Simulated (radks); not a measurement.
Values are calculated unless marked as measured or tabulated.
B+, 4 electrons, occupied as [He] 2s2 (the NIST ground configuration).

Code: a radial shooting solver on a logarithmic mesh with Libxc functionals. Model: Dirac Kohn-Sham, BLYP, spin-unpolarised, spherical densities, finite nucleus; Fermi nuclear charge, rms radius 2.406 fm.

Energy parts (hartree):
part                     energy
total                 -24.34436
kinetic                24.28422
electron-nucleus      -54.66810
Hartree                 9.62859
exchange-correlation   -3.58906

Orbitals (lengths in bohr, moments of r in powers of bohr):
\begin{tabular}{lrrr}
orbital & occ. & eigenvalue (hartree) & <1/r> \\ \hline
1s1/2 & 2 & -7.13511 & 4.658 \\
2s1/2 & 2 & -0.71307 & 0.8088 \\
\end{tabular}

The highest occupied level is 2s1/2 at -19.404 eV. Summed over all electrons, <r^2> = 7.825 bohr^2, which gives a Langevin (diamagnetic) susceptibility term of -6.2 x 10^-6 cm^3/mol.
